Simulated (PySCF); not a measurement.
## Silver: a sound run and one with changed settings

Sound run: Ag [Kr] 4d10 5s1, Ag⁺ [Kr] 4d10. All numbers are calculated (PySCF 2.14, a scalar-relativistic core potential, in cc-pVDZ-PP with ECP28MDF (4s4p3d1f, 38 functions)). In the sound run the correlated levels freeze 4s2 4p6 outside the core potential. The sound run starts from symmetry-adapted Hartree-Fock orbitals and uses a fine grid where one is needed.

Changed run: a valence shell is frozen. This setting is unsound on purpose.

Ionisation energy of Ag:

| method | sound run (eV) | changed run (eV) |
| --- | --- | --- |
| UHF | 6.356 | 6.356 |
| MP2 | 7.084 | 6.356 |
| SCS-MP2 | 6.967 | 6.356 |
| CCSD | 7.021 | 6.356 |
| CCSD(T) | 7.073 | 6.356 |
| CCSDT | n/a | 6.356 |
| FCI | n/a | 6.356 |

Freezing a valence shell removes pair correlation that changes on ionisation.

For comparison, NIST gives 7.576 eV between the lowest levels.
